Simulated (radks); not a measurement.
Question: Species: In2+. Configuration: [Kr] 4d10 5s1. Calculated with a radial shooting solver on a logarithmic mesh with Libxc functionals: non-relativistic Kohn-Sham, LB94 model potential, spin-polarised, spherical densities, point nucleus; open shells are filled with parallel spins first (spin-orbit coupling, left out, can overturn this in heavy ions); relativity is left out, which matters for an element this heavy. Some entries of the table are withheld. Estimate them.

| orbital | occ. | eigenvalue (hartree) | <r^2> (bohr^2) | <r> (bohr) |
|---|---|---|---|---|
| 1s up | 1 | -990.2714 | 0.001286 | 0.03101 |
| 1s down | 1 | -990.2691 | 0.001286 | 0.03101 |
| 2s up | 1 | -146.2696 | 0.02110 | 0.1340 |
| 2s down | 1 | -146.2683 | 0.02110 | 0.1340 |
| 2p up | 3 | -136.8403 | 0.01589 | 0.1143 |
| 2p down | 3 | -136.8392 | 0.01589 | 0.1143 |
| 3s up | 1 | -28.64227 | 0.1489 | 0.3613 |
| 3s down | 1 | -28.64144 | 0.1489 | 0.3614 |
| 3p up | 3 | -24.73824 | 0.1437 | 0.3523 |
| 3p down | 3 | -24.73743 | 0.1437 | 0.3523 |
| 3d up | 5 | -17.48533 | 0.1238 | 0.3232 |
| 3d down | 5 | -17.48440 | 0.1238 | 0.3232 |
| 4s up | 1 | (1) | 0.8743 | 0.8784 |
| 4s down | 1 | (2) | 0.8767 | 0.8795 |
| 4p up | 3 | -3.73023 | 1.000 | 0.9348 |
| 4p down | 3 | -3.72962 | 1.005 | 0.9368 |
| 4d down | 5 | -1.67058 | 1.592 | 1.158 |
| 4d up | 5 | -1.66340 | 1.568 | 1.149 |
| 5s down | 0 | -1.11192 | 6.017 | 2.316 |
| 5s up | 1 | -1.08235 | 6.086 | 2.327 |

Answer: 
(1) 4s up eigenvalue (hartree): -4.99647
(2) 4s down eigenvalue (hartree): -4.99390
